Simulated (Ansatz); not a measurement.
Z-matrix (Å, degrees):
```
C
O 1 1.404
H 1 1.099 2 112.1
H 1 1.094 2 108.5 3 118.8
H 1 1.097 2 112.3 3 -121.7
Ge 2 1.805 1 118.9 3 68.7
Si 6 2.401 2 112.8 1 -48.1
O 6 1.805 2 105.8 1 62.4
Si 6 2.401 2 101.8 1 -179.5
C 7 1.877 6 109.1 2 -47.8
C 7 1.874 6 109.7 2 74.2
C 7 1.879 6 106.8 2 -166.5
C 8 1.404 6 118.9 2 62.4
C 9 1.877 6 109.1 2 -160.6
C 9 1.879 6 106.8 2 80.7
C 9 1.874 6 109.6 2 -38.6
H 10 1.094 7 110.7 6 -178.5
H 10 1.093 7 111.2 6 -58.7
H 10 1.093 7 111.3 6 61.4
H 11 1.094 7 110.8 6 172.7
H 11 1.092 7 111.2 6 -67.0
H 11 1.092 7 110.2 6 52.6
H 12 1.093 7 110.9 6 -59.0
H 12 1.094 7 110.7 6 -178.8
H 12 1.093 7 111.4 6 61.3
H 13 1.099 8 112.1 6 68.6
H 13 1.097 8 112.3 6 -53.1
H 13 1.094 8 108.5 6 -172.5
H 14 1.094 9 110.7 6 -178.5
H 14 1.093 9 111.2 6 -58.7
H 14 1.093 9 111.3 6 61.4
H 15 1.093 9 110.9 6 -59.0
H 15 1.093 9 111.4 6 61.3
H 15 1.094 9 110.7 6 -178.8
H 16 1.092 9 111.2 6 -67.0
H 16 1.092 9 110.3 6 52.5
H 16 1.094 9 110.8 6 172.6
```

Charge 0, multiplicity 1.

Question: List the CAM-B3LYP/def2-TZVPP orbital energies in eV (Ansatz). (Estimate.)

Answer: Ansatz gave: Occupied: -10851.72, -1800.44, -1800.44, -1355.91, -1206.87, -1206.86, -1206.85, -521.72, -521.72, -279.59, -279.59, -278.20, -278.20, -278.19, -278.19, -278.08, -278.08, -170.77, -145.01, -145.01, -121.11, -121.07, -121.01, -100.35, -100.35, -100.32, -100.32, -100.32, -100.32, -34.85, -34.71, -34.59, -34.58, -34.57, -29.02, -28.51, -21.83, -21.75, -20.79, -20.75, -20.70, -20.68, -20.28, -19.99, -16.67, -14.74, -14.53, -14.25, -13.92, -13.63, -13.50, -13.40, -13.29, -13.08, -13.07, -13.01, -12.97, -12.91, -12.62, -12.54, -12.52, -12.46, -12.25, -12.23, -11.20, -10.17, -10.14, -10.03, -10.01, -9.71, -9.68, -8.93, -8.68, -7.72. Lowest empty: 1.21, 1.23, 1.50, 1.97, 2.51, 2.63, 2.76, 2.94.
